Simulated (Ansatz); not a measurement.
Consider the ligand exchange at a B–C bond: `BCC(B)C` + `[CH2]1[NH][AlH]1` → `B[N]1[CH2][AlH]1` + `BC(C)C`.

Gas-phase electronic energies from Ansatz, PBE0-D4/def2-TZVP geometries. CCSD(T)/CBS adds triple-zeta CCSD(T) − MP2 to the extrapolated MP2 energy (def2 sets, frozen cores). Functionals use def2-TZVPP. B3LYP here is the variant with VWN-RPA as its local correlation; programs differ in this. One conformer a species, not always the lowest.

| level | ΔE (kJ/mol) | difference from CCSD(T)/CBS |
| --- | --- | --- |
| r2SCAN-D4 | -112.0 | 5.7 |
| PBE0-D4 | -108.3 | 9.4 |
| ωB97X-V | -123.3 | -5.6 |
| B2PLYP | -132.5 | -14.8 |
| PBE | -105.6 | 12.1 |
| r2SCAN | -112.7 | 5.0 |
| PBE0 | -110.8 | 6.9 |
| B3LYP | -140.9 | -23.2 |
| HF/def2-TZVPP | -181.2 | -63.5 |
| MP2/def2-TZVPP | -111.7 | 6.0 |
| SCS-MP2/def2-TZVPP | -128.2 | -10.5 |
| CCSD/def2-TZVPP | -130.6 | -12.9 |
| CCSD(T)/def2-TZVPP | -121.5 | -3.8 |
| HF/def2-QZVPP | -180.3 | -62.6 |
| MP2/def2-QZVPP | -109.2 | 8.5 |
| HF/CBS(def2) | -180.1 | -62.4 |
| CCSD(T)/CBS | -117.7 | 0 |

Largest T1 diagnostic among the species: 0.015.

The D4 term adds +4.9 kJ/mol with B3LYP and +2.5 kJ/mol with PBE0; it sums over pairs of atoms, weighted by their polarisabilities, and B3LYP, whose exchange is more repulsive, gets the larger term. From PBE to PBE0 (25 % exact exchange), in def2-TZVPP and without D4, ΔE moves by −5.2 kJ/mol.
